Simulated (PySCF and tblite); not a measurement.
Values are calculated unless marked as measured or tabulated.
System: C5HClN2O2, numbered as in [N:1]#[C:2][C:3](=[O:4])/[C:5]([Cl:6])=[C:7](/[OH:8])[C:9]#[N:10].

Motion: rotation about the C7–O8 bond (torsion C5–C7–O8–H from 0° to 180°, rising). GFN2-xTB gives an electronic barrier of 9.9 kcal/mol and a reaction energy of 2.6 kcal/mol.

What does CAM-B3LYP/pcSseg-1 + D3(BJ) give on GFN2-xTB geometries?

A barrier of 7.5 kcal/mol, 2.4 below the tight-binding barrier (from unrounded values), a reaction energy of 1.7 kcal/mol and, with GFN2-xTB thermal terms, ΔG‡(298 K) = 6.5 kcal/mol and k = 2.2×10⁸ s⁻¹ (2 equivalent paths).

Programs: tblite and PySCF.
